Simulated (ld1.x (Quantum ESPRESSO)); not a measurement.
**Before and after: TM potential for Tl (Z = 81)**

| Property | Result |
| --- | --- |
| Element | Tl (Z = 81) |
| Generator | ld1.x (Quantum ESPRESSO) 7.5 |
| Type | norm-conserving Troullier–Martins (Kleinman–Bylander form) |
| Functional | LDA (PZ) |
| Relativity | scalar-relativistic |
| Frozen core | [Xe] 4f14 5d10 |
| Valence charge | 3 |
| Reference configuration | 6s2 6p0 (charge +1) |
| Partial waves | 6s (bound): rc 1.55 bohr; 6p (bound, empty): rc 2.95 bohr |
| Local potential | the p channel |
| Core correction | none |

Change: wave 6p (bound): rc 2.95 bohr becomes 6p (bound): rc 3.86 bohr.

Cutoffs: the cutoffs (Ry, on a coarse ladder) from which the occupation-weighted sum of valence levels, in a spherical-Bessel basis at the reference potential, stays within 10 and 1 mRy of its value at 400 Ry; they do not see the model core or the augmentation charge, which bear on the density cutoff. Errors are all-electron minus pseudo energies relative to the spin-unpolarised reference configuration.

Task: How do hardness, ghosts and transferability respond?

Result: The potential gets neither clearly harder nor softer (35 Ry and 140 Ry → 35 Ry and 140 Ry); of the 9 tests that both files solve, the error grows in 2 and shrinks in 0 by more than 15 % and 0.3 meV (median size 70.2 → 68.2 meV); neither file shows a bound ghost.

```csv
quantity,base,changed
"cutoff, loose",35 Ry,35 Ry
"cutoff, tight",140 Ry,140 Ry
bound ghosts,none,none
"error for 6s2 6p1, meV [ΔE -5.41 eV]",+47,+47
"error for 6s1 6p0, meV [ΔE 21.20 eV]",+95,+112
"error for 6s2 6p0.5, meV [ΔE -3.44 eV]",+17,+16
"error for 6s0 6p3, meV [ΔE 9.99 eV]",+292,+328
"error for 6s1 6p2, meV [ΔE 2.07 eV]",+114,+121
"error for 6s2 6p1.3, meV [ΔE -5.96 eV]",+65,+65
"error for 6s1 6p1, meV [ΔE 8.38 eV]",+40,+58
"error for 6s2 6p1 (spin-polarised), meV [ΔE -5.52 eV]",+70,+68
"error for 6s1 6p0 (spin-polarised), meV [ΔE 21.01 eV]",+474,+493
```
